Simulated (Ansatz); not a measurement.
`O[SiH2]N[SiH3]` → `[OH]`• + `[SiH2]N[SiH3]`• at 700 K and 1 bar (homolysis of the O–Si bond).

Isolated molecules relaxed with PBE0-D4/def2-TZVP in Ansatz; ΔE leaves out vibrations. CBS: MP2 limit from def2 TZ/QZ plus the TZ coupled-cluster correction, frozen cores. This one scheme is used for every species. Open shells (•) are unrestricted, without spin–orbit coupling. Each species was taken in one conformer, which may not be the lowest.

```json
{"species": "`O[SiH2]N[SiH3]`", "CCSD(T)/CBS energy (Eh)": "-712.34297", "H − E (kJ/mol)": "274.7", "S (J/(mol·K))": "476.9"}
{"species": "`[OH]`•", "CCSD(T)/CBS energy (Eh)": "-75.67771", "H − E (kJ/mol)": "42.8", "S (J/(mol·K))": "208.9"}
{"species": "`[SiH2]N[SiH3]`•", "CCSD(T)/CBS energy (Eh)": "-636.45101", "H − E (kJ/mol)": "216.2", "S (J/(mol·K))": "429.5"}
```

H − E and S are ideal-gas, rigid-rotor, harmonic terms from PBE0-D4/def2-TZVP, for one conformer and one mirror image of each species, with the whole ground term of open shells counted as degenerate. 1 Eh = 2625.50 kJ/mol, R = 8.31446 J/(mol·K).

By hand: ΔE, ΔH, ΔS and ΔG.

ΔE = (-75.67771) + (-636.45101) − (-712.34297) = 0.21425 Eh = 562.5 kJ/mol. Δ(H − E) = 42.8 + 216.2 − 274.7 = -15.7, so ΔH = 546.8 kJ/mol. ΔS = 208.9 + 429.5 − 476.9 = 161.5 J/(mol·K). ΔG = 546.8 − 700 × (161.5)/1000 = 433.7 kJ/mol.

By hand: the equilibrium constant, and the temperature at which ΔG would vanish if ΔH and ΔS stayed fixed.

log₁₀ K = −ΔG/(RT ln 10) = -32.4. ΔG = 0 at ΔH/ΔS = 3386 K, far beyond where these terms or the molecules hold.

The number of gas molecules changes by +1, which sets the sign of ΔS. A doubt of 5 kJ/mol in ΔE shifts log₁₀ K by 0.4 here. Other conformers and mirror images would add mixing entropy, several J/(mol·K) or more a flexible species. Modes under 60 cm⁻¹, often nearly free rotors, make the harmonic entropy too high. These are equilibria of isolated gas molecules and say nothing of rates. Largest T1 diagnostic: 0.014 (customary marks: 0.02 for closed shells, 0.045 for open ones).
